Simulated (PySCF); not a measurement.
A calculated (M06, PySCF 2.14, x2c-QZVPPall with one added diffuse shell each of s, p, d, f type, scalar relativity by spin-free X2C-1e) atom or ion has these occupied shells.

| shell | electrons | orbital energy (eV) | rms radius, mean of both spins (bohr) |
| --- | --- | --- | --- |
| 1s β | 1 | -33034.5 | 0.0311 |
| 1s α | 1 | -33034.5 | 0.0311 |
| 2s β | 1 | -5147.4 | 0.127 |
| 2s α | 1 | -5147.4 | 0.127 |
| 2p α | 3 | -4620.5 | 0.113 |
| 2p β | 3 | -4620.5 | 0.113 |
| 3s β | 1 | -1061.6 | 0.335 |
| 3s α | 1 | -1061.6 | 0.335 |
| 3p α | 3 | -888.86 | 0.335 |
| 3p β | 3 | -888.85 | 0.335 |
| 3d β | 5 | -629.69 | 0.314 |
| 3d α | 5 | -629.68 | 0.314 |
| 4s β | 1 | -200.58 | 0.786 |
| 4s α | 1 | -200.37 | 0.786 |
| 4p β | 3 | -145.73 | 0.843 |
| 4p α | 3 | -145.64 | 0.843 |
| 4d β | 5 | -64.879 | 0.990 |
| 4d α | 5 | -64.800 | 0.990 |
| 5s β | 1 | -28.509 | 2.04 |
| 5p β | 2 | -16.958 | 2.46 |
| 5p α | 3 | -16.549 | 2.46 |

(1) Name the element and its charge.

Results:

(1) I⁺ (iodine, charge +1), in [Kr] 4d10 5s1 5p5, 5s spin antiparallel (an excited configuration).
